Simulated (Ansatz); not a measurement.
## Molecular dynamics of ClH7OSi2

Input file:

```yaml
crystal:
  periodic: [false, false, false]
  atoms:
    - { symbol: Si, position_ang: [0.12285, -0.215016, 0.084275] }
    - { symbol: O, position_ang: [0.228815, -0.07889, 1.931342] }
    - { symbol: H, position_ang: [-0.556761, 0.057923, 2.493725] }
    - { symbol: Cl, position_ang: [1.754859, 0.49434, -0.998285] }
    - { symbol: H, position_ang: [-0.748887, 1.001542, 0.054356] }
    - { symbol: Si, position_ang: [-1.154358, -1.886571, -0.929798] }
    - { symbol: H, position_ang: [-1.967784, -2.526377, 0.143103] }
    - { symbol: H, position_ang: [-2.086548, -1.345226, -1.952452] }
    - { symbol: H, position_ang: [-0.28798, -2.924489, -1.538348] }
    - { symbol: H, position_ang: [1.105624, -1.518037, 0.762202] }
    - { symbol: H, position_ang: [0.768472, -1.0771, 1.736583] }
basis:
  gaussian: { orbitals: "6-31G*" }
hamiltonian:
  xc: cam_b3lyp
md:
  timestep: 0.5
  n_steps: 200
  ensemble: nve
  temperature: 300.0
  initial_velocities: maxwell_boltzmann
  seed: 4408
```

Command:

```bash
$ ansatz run input.yaml --threads 2 --pin off --max-ram 3072MiB --backend cpu --events-out ev --progress --plain --runs-dir out
```

It starts at the highest image of a converged band. Of that band: Neighbouring images differ by up to 2.4 eV, so the band resolves the path poorly. A vibrational analysis at the climbing image gives one clearly imaginary mode, 1518i cm⁻¹: a first-order saddle point.

Output, in part (one step line in 3, the closing report, with atoms numbered from 0):

```
md step     0: t =     0.00 fs  T =   300.0 K  F+E_penalty+E_count = -30436.19173519 eV  E_kin = 0.349002 eV  conserved = -30435.84273319 eV  (25 SCF iters)
md step     3: t =     1.50 fs  T =   277.2 K  F+E_penalty+E_count = -30436.16503741 eV  E_kin = 0.322456 eV  conserved = -30435.84258139 eV  (30 SCF iters)
md step     6: t =     3.00 fs  T =   225.7 K  F+E_penalty+E_count = -30436.10481956 eV  E_kin = 0.262508 eV  conserved = -30435.84231116 eV  (30 SCF iters)
md step     9: t =     4.50 fs  T =   175.8 K  F+E_penalty+E_count = -30436.04660543 eV  E_kin = 0.204459 eV  conserved = -30435.84214687 eV  (25 SCF iters)
md step    12: t =     6.00 fs  T =   147.1 K  F+E_penalty+E_count = -30436.01322012 eV  E_kin = 0.171078 eV  conserved = -30435.84214250 eV  (25 SCF iters)
md step    15: t =     7.50 fs  T =   141.7 K  F+E_penalty+E_count = -30436.00701924 eV  E_kin = 0.164841 eV  conserved = -30435.84217777 eV  (25 SCF iters)
md step    18: t =     9.00 fs  T =   157.4 K  F+E_penalty+E_count = -30436.02519997 eV  E_kin = 0.183080 eV  conserved = -30435.84211958 eV  (26 SCF iters)
md step    21: t =    10.50 fs  T =   201.5 K  F+E_penalty+E_count = -30436.07644237 eV  E_kin = 0.234407 eV  conserved = -30435.84203529 eV  (29 SCF iters)
md step    24: t =    12.00 fs  T =   283.0 K  F+E_penalty+E_count = -30436.17140463 eV  E_kin = 0.329216 eV  conserved = -30435.84218902 eV  (29 SCF iters)
md step    27: t =    13.50 fs  T =   388.4 K  F+E_penalty+E_count = -30436.29424598 eV  E_kin = 0.451799 eV  conserved = -30435.84244689 eV  (29 SCF iters)
md step    30: t =    15.00 fs  T =   496.3 K  F+E_penalty+E_count = -30436.41996279 eV  E_kin = 0.577369 eV  conserved = -30435.84259420 eV  (28 SCF iters)
md step    33: t =    16.50 fs  T =   586.8 K  F+E_penalty+E_count = -30436.52589020 eV  E_kin = 0.682671 eV  conserved = -30435.84321925 eV  (29 SCF iters)
md step    36: t =    18.00 fs  T =   611.5 K  F+E_penalty+E_count = -30436.55439853 eV  E_kin = 0.711402 eV  conserved = -30435.84299693 eV  (26 SCF iters)
md step    39: t =    19.50 fs  T =   604.2 K  F+E_penalty+E_count = -30436.54502725 eV  E_kin = 0.702883 eV  conserved = -30435.84214434 eV  (29 SCF iters)
md step    42: t =    21.00 fs  T =   646.7 K  F+E_penalty+E_count = -30436.59494652 eV  E_kin = 0.752304 eV  conserved = -30435.84264301 eV  (28 SCF iters)
md step    45: t =    22.50 fs  T =   691.3 K  F+E_penalty+E_count = -30436.64745652 eV  E_kin = 0.804168 eV  conserved = -30435.84328850 eV  (28 SCF iters)
md step    48: t =    24.00 fs  T =   672.0 K  F+E_penalty+E_count = -30436.62446371 eV  E_kin = 0.781763 eV  conserved = -30435.84270055 eV  (28 SCF iters)
md step    51: t =    25.50 fs  T =   632.8 K  F+E_penalty+E_count = -30436.57858739 eV  E_kin = 0.736154 eV  conserved = -30435.84243349 eV  (29 SCF iters)
md step    54: t =    27.00 fs  T =   612.1 K  F+E_penalty+E_count = -30436.55413550 eV  E_kin = 0.712095 eV  conserved = -30435.84204059 eV  (29 SCF iters)
md step    57: t =    28.50 fs  T =   654.3 K  F+E_penalty+E_count = -30436.60291826 eV  E_kin = 0.761122 eV  conserved = -30435.84179597 eV  (29 SCF iters)
md step    60: t =    30.00 fs  T =   781.3 K  F+E_penalty+E_count = -30436.75129926 eV  E_kin = 0.908900 eV  conserved = -30435.84239881 eV  (28 SCF iters)
md step    63: t =    31.50 fs  T =   927.8 K  F+E_penalty+E_count = -30436.92240707 eV  E_kin = 1.079382 eV  conserved = -30435.84302473 eV  (27 SCF iters)
md step    66: t =    33.00 fs  T =  1023.2 K  F+E_penalty+E_count = -30437.03336563 eV  E_kin = 1.190278 eV  conserved = -30435.84308754 eV  (28 SCF iters)
md step    69: t =    34.50 fs  T =  1055.1 K  F+E_penalty+E_count = -30437.07028563 eV  E_kin = 1.227449 eV  conserved = -30435.84283622 eV  (29 SCF iters)
md step    72: t =    36.00 fs  T =  1059.7 K  F+E_penalty+E_count = -30437.07493341 eV  E_kin = 1.232752 eV  conserved = -30435.84218148 eV  (30 SCF iters)
md step    75: t =    37.50 fs  T =  1096.5 K  F+E_penalty+E_count = -30437.11819627 eV  E_kin = 1.275588 eV  conserved = -30435.84260827 eV  (30 SCF iters)
md step    78: t =    39.00 fs  T =  1128.7 K  F+E_penalty+E_count = -30437.15622248 eV  E_kin = 1.313095 eV  conserved = -30435.84312757 eV  (30 SCF iters)
md step    81: t =    40.50 fs  T =  1105.7 K  F+E_penalty+E_count = -30437.12894108 eV  E_kin = 1.286353 eV  conserved = -30435.84258794 eV  (30 SCF iters)
md step    84: t =    42.00 fs  T =  1082.3 K  F+E_penalty+E_count = -30437.10099632 eV  E_kin = 1.259049 eV  conserved = -30435.84194703 eV  (30 SCF iters)
md step    87: t =    43.50 fs  T =  1121.8 K  F+E_penalty+E_count = -30437.14732185 eV  E_kin = 1.305056 eV  conserved = -30435.84226579 eV  (30 SCF iters)
md step    90: t =    45.00 fs  T =  1199.9 K  F+E_penalty+E_count = -30437.23827791 eV  E_kin = 1.395860 eV  conserved = -30435.84241831 eV  (30 SCF iters)
md step    93: t =    46.50 fs  T =  1289.7 K  F+E_penalty+E_count = -30437.34320911 eV  E_kin = 1.500388 eV  conserved = -30435.84282120 eV  (29 SCF iters)
md step    96: t =    48.00 fs  T =  1350.8 K  F+E_penalty+E_count = -30437.41449014 eV  E_kin = 1.571488 eV  conserved = -30435.84300260 eV  (29 SCF iters)
md step    99: t =    49.50 fs  T =  1381.4 K  F+E_penalty+E_count = -30437.44905329 eV  E_kin = 1.607081 eV  conserved = -30435.84197233 eV  (29 SCF iters)
md step   102: t =    51.00 fs  T =  1477.6 K  F+E_penalty+E_count = -30437.56121884 eV  E_kin = 1.718927 eV  conserved = -30435.84229204 eV  (27 SCF iters)
md step   105: t =    52.50 fs  T =  1604.0 K  F+E_penalty+E_count = -30437.70961692 eV  E_kin = 1.866042 eV  conserved = -30435.84357459 eV  (28 SCF iters)
md step   108: t =    54.00 fs  T =  1633.7 K  F+E_penalty+E_count = -30437.74379168 eV  E_kin = 1.900571 eV  conserved = -30435.84322027 eV  (28 SCF iters)
md step   111: t =    55.50 fs  T =  1587.9 K  F+E_penalty+E_count = -30437.68988190 eV  E_kin = 1.847322 eV  conserved = -30435.84255963 eV  (28 SCF iters)
md step   114: t =    57.00 fs  T =  1538.8 K  F+E_penalty+E_count = -30437.63243514 eV  E_kin = 1.790111 eV  conserved = -30435.84232373 eV  (29 SCF iters)
md step   117: t =    58.50 fs  T =  1522.4 K  F+E_penalty+E_count = -30437.61317420 eV  E_kin = 1.771047 eV  conserved = -30435.84212724 eV  (29 SCF iters)
md step   120: t =    60.00 fs  T =  1553.1 K  F+E_penalty+E_count = -30437.64947112 eV  E_kin = 1.806761 eV  conserved = -30435.84270980 eV  (29 SCF iters)
md step   123: t =    61.50 fs  T =  1567.4 K  F+E_penalty+E_count = -30437.66681397 eV  E_kin = 1.823432 eV  conserved = -30435.84338213 eV  (28 SCF iters)
md step   126: t =    63.00 fs  T =  1502.8 K  F+E_penalty+E_count = -30437.59090300 eV  E_kin = 1.748213 eV  conserved = -30435.84268981 eV  (29 SCF iters)
md step   129: t =    64.50 fs  T =  1437.9 K  F+E_penalty+E_count = -30437.51448871 eV  E_kin = 1.672772 eV  conserved = -30435.84171622 eV  (25 SCF iters)
md step   132: t =    66.00 fs  T =  1469.7 K  F+E_penalty+E_count = -30437.55221221 eV  E_kin = 1.709816 eV  conserved = -30435.84239643 eV  (29 SCF iters)
md step   135: t =    67.50 fs  T =  1537.9 K  F+E_penalty+E_count = -30437.63217002 eV  E_kin = 1.789139 eV  conserved = -30435.84303063 eV  (28 SCF iters)
md step   138: t =    69.00 fs  T =  1562.9 K  F+E_penalty+E_count = -30437.66117139 eV  E_kin = 1.818170 eV  conserved = -30435.84300150 eV  (29 SCF iters)
md step   141: t =    70.50 fs  T =  1540.4 K  F+E_penalty+E_count = -30437.63449746 eV  E_kin = 1.792023 eV  conserved = -30435.84247480 eV  (29 SCF iters)
md step   144: t =    72.00 fs  T =  1522.7 K  F+E_penalty+E_count = -30437.61366303 eV  E_kin = 1.771463 eV  conserved = -30435.84219992 eV  (29 SCF iters)
md step   147: t =    73.50 fs  T =  1541.9 K  F+E_penalty+E_count = -30437.63627222 eV  E_kin = 1.793785 eV  conserved = -30435.84248728 eV  (26 SCF iters)
md step   150: t =    75.00 fs  T =  1567.9 K  F+E_penalty+E_count = -30437.66696817 eV  E_kin = 1.824023 eV  conserved = -30435.84294525 eV  (29 SCF iters)
md step   153: t =    76.50 fs  T =  1552.2 K  F+E_penalty+E_count = -30437.64879533 eV  E_kin = 1.805723 eV  conserved = -30435.84307223 eV  (31 SCF iters)
md step   156: t =    78.00 fs  T =  1485.2 K  F+E_penalty+E_count = -30437.57037397 eV  E_kin = 1.727813 eV  conserved = -30435.84256064 eV  (31 SCF iters)
md step   159: t =    79.50 fs  T =  1429.1 K  F+E_penalty+E_count = -30437.50434276 eV  E_kin = 1.662474 eV  conserved = -30435.84186879 eV  (31 SCF iters)
md step   162: t =    81.00 fs  T =  1446.9 K  F+E_penalty+E_count = -30437.52575422 eV  E_kin = 1.683192 eV  conserved = -30435.84256175 eV  (30 SCF iters)
md step   165: t =    82.50 fs  T =  1474.1 K  F+E_penalty+E_count = -30437.55793898 eV  E_kin = 1.714850 eV  conserved = -30435.84308940 eV  (31 SCF iters)
md step   168: t =    84.00 fs  T =  1451.1 K  F+E_penalty+E_count = -30437.53074993 eV  E_kin = 1.688118 eV  conserved = -30435.84263212 eV  (31 SCF iters)
md step   171: t =    85.50 fs  T =  1418.2 K  F+E_penalty+E_count = -30437.49201640 eV  E_kin = 1.649856 eV  conserved = -30435.84216007 eV  (31 SCF iters)
md step   174: t =    87.00 fs  T =  1425.9 K  F+E_penalty+E_count = -30437.50087236 eV  E_kin = 1.658764 eV  conserved = -30435.84210866 eV  (30 SCF iters)
md step   177: t =    88.50 fs  T =  1480.6 K  F+E_penalty+E_count = -30437.56485554 eV  E_kin = 1.722450 eV  conserved = -30435.84240552 eV  (31 SCF iters)
md step   180: t =    90.00 fs  T =  1545.3 K  F+E_penalty+E_count = -30437.64076419 eV  E_kin = 1.797712 eV  conserved = -30435.84305222 eV  (31 SCF iters)
md step   183: t =    91.50 fs  T =  1553.7 K  F+E_penalty+E_count = -30437.65067655 eV  E_kin = 1.807489 eV  conserved = -30435.84318739 eV  (31 SCF iters)
md step   186: t =    93.00 fs  T =  1500.2 K  F+E_penalty+E_count = -30437.58759990 eV  E_kin = 1.745197 eV  conserved = -30435.84240308 eV  (31 SCF iters)
md step   189: t =    94.50 fs  T =  1466.4 K  F+E_penalty+E_count = -30437.54800499 eV  E_kin = 1.705892 eV  conserved = -30435.84211332 eV  (31 SCF iters)
md step   192: t =    96.00 fs  T =  1482.6 K  F+E_penalty+E_count = -30437.56748640 eV  E_kin = 1.724752 eV  conserved = -30435.84273446 eV  (31 SCF iters)
md step   195: t =    97.50 fs  T =  1486.0 K  F+E_penalty+E_count = -30437.57175800 eV  E_kin = 1.728758 eV  conserved = -30435.84299956 eV  (31 SCF iters)
md step   198: t =    99.00 fs  T =  1444.2 K  F+E_penalty+E_count = -30437.52266107 eV  E_kin = 1.680094 eV  conserved = -30435.84256735 eV  (25 SCF iters)
md step   200: t =   100.00 fs  T =  1411.0 K  F+E_penalty+E_count = -30437.48370116 eV  E_kin = 1.641512 eV  conserved = -30435.84218951 eV  (25 SCF iters)
Total energy: -30437.48385047 eV, -1118.5569002374 hartree
Atom 0 at     0.401985    -0.762346    -0.308393 Å, force     1.289150     0.501980     1.026477 eV/Å
Atom 1 at     0.065873     0.715371     4.435402 Å, force     0.941005    -0.046127    -0.557803 eV/Å
Atom 2 at     0.716893     0.799939     3.697723 Å, force    -0.706619    -0.018595     0.615420 eV/Å
Atom 3 at     1.626936     0.529683    -1.425142 Å, force    -0.065504    -0.386376    -0.297003 eV/Å
Atom 4 at    -0.184655     0.290024     0.567902 Å, force    -0.267990    -0.468062     0.162203 eV/Å
Atom 5 at    -1.232242    -1.891148    -1.529561 Å, force    -0.309709    -0.806084     0.140411 eV/Å
Atom 6 at    -2.196625    -2.610926    -0.650486 Å, force    -0.007448     0.440175     0.290501 eV/Å
Atom 7 at    -1.980533    -1.058716    -2.481401 Å, force     0.001285     0.329998    -0.051360 eV/Å
Atom 8 at    -0.706449    -3.058510    -2.240136 Å, force     0.504206    -0.092093    -0.401448 eV/Å
Atom 9 at     1.423378    -1.598827     0.550442 Å, force    -1.147359     0.484088    -0.844669 eV/Å
Atom 10 at     0.631973     0.433073     5.173845 Å, force    -0.231017     0.061096    -0.082728 eV/Å
Dipole moment:     0.102299    -0.368266     0.141611 e Å
```

All steps were run. The conserved energy stayed within 0.093 meV per atom of its start (net change 0.049 meV per atom), so the integration is sound. The kinetic energy rose, since the run started high on the potential surface and went downhill. It ends in pieces (ClH5Si2 + H2O), so much of that is their flight and rotation, not heat. A run of 0.1 ps of so small a system gives no equilibrium averages. The orbitals stay closed-shell, which can raise the energy where a bond breaks towards radicals; this wasn't checked here.

Between its relaxed ends the band would form Si1–H10, O2–H11 and break Si1–O2, H10–H11. These pairs go: Si1–H10 1.77 → 1.57 Å, O2–H11 1.15 → 0.97 Å, Si1–O2 1.86 → 4.98 Å, H10–H11 1.12 → 5.11 Å. In the last frame they stand as after the step (other bonds may differ from the relaxed reactants and products). It ends as ClH5Si2 + H2O. Pairs count as bonded within 1.25 times the sum of covalent radii (0.12 Å more for H–H).

Last frame:

```xyz
11
Properties=species:S:1:pos:R:3
Si 0.402 -0.762 -0.308
O 0.066 0.715 4.435
H 0.717 0.800 3.698
Cl 1.627 0.530 -1.425
H -0.185 0.290 0.568
Si -1.232 -1.891 -1.530
H -2.197 -2.611 -0.650
H -1.980 -1.059 -2.481
H -0.706 -3.058 -2.240
H 1.423 -1.599 0.550
H 0.632 0.433 5.174
```

Run time: 8.2 min on 2 threads of Arm Neoverse V2, with other jobs on the host, peak memory 0.21 GiB.
